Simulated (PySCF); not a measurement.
C₂H₇S, SMILES C([SH2+])C, charge +1.

Geometry optimised at r2SCAN-D4/def2-SVP. The isomer is the one that the SMILES or the coordinates give; other isomers of the formula were not compared.

Level of theory: PBE0/def2-TZVPD (PySCF).

The molecule is in vacuum.

```json
{
  "total_energy": "-478.12898 hartree",
  "point_group": "Cs",
  "highest_occupied_level": "-15.25 eV",
  "lowest_empty_level": "-6.12 eV",
  "orbital_gap": "9.13 eV",
  "dipole_moment_about_the_centre_of_nuclear_charge": "1.24 D",
  "mean_static_polarisability": "42.6 bohr³ (6.31 Å³)",
  "polarisability_principal_values": "37.3, 39.3, 51.2 bohr³"
}
```
